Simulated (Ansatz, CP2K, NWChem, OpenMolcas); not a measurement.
**A ladder of methods for CsF (SMILES [F][Cs])**

The species is CsF (2 atoms), meant as a singlet with charge 0. SMILES: `[F][Cs]`. Geometry: the measured bond length.

```xyz
2

F     0.0000    0.0000    0.0000
Cs    0.0000    0.0000    2.3454
```

Quantity: the dipole moment, in D. The values are calculated.

| level | kind | program | value (D) | CPU time |
| --- | --- | --- | --- | --- |
| PM6 | semi-empirical | CP2K | 9.71 | under 2 s |
| HF/def2-TZVPP (core potential) | Hartree–Fock | NWChem | 8.25 | 5.4 s |
| SPW92/def2-TZVPP (core potential) | LDA | Ansatz | 7.22 | 0.49 s |
| SVWN5/def2-TZVPP (core potential) | LDA | NWChem | 7.23 | 15 s |
| BLYP/def2-TZVPP (core potential) | GGA | OpenMolcas | 7.27 | 9.8 s |
| M06-L/def2-TZVPP (core potential) | meta-GGA | OpenMolcas | 7.66 | 12 s |
| TPSS/def2-TZVPP (core potential) | meta-GGA | NWChem | 7.36 | 46 s |
| B3LYP/def2-TZVPP (core potential) | global hybrid | OpenMolcas | 7.59 | 9.8 s |
| wB97X/def2-TZVPP (core potential) | range-separated hybrid | NWChem | 7.88 | 27 s |

The values span 7.22 to 9.71 D. Times are those of the runs behind each value, whatever else they computed, on shared processors of several kinds: orders of magnitude only.
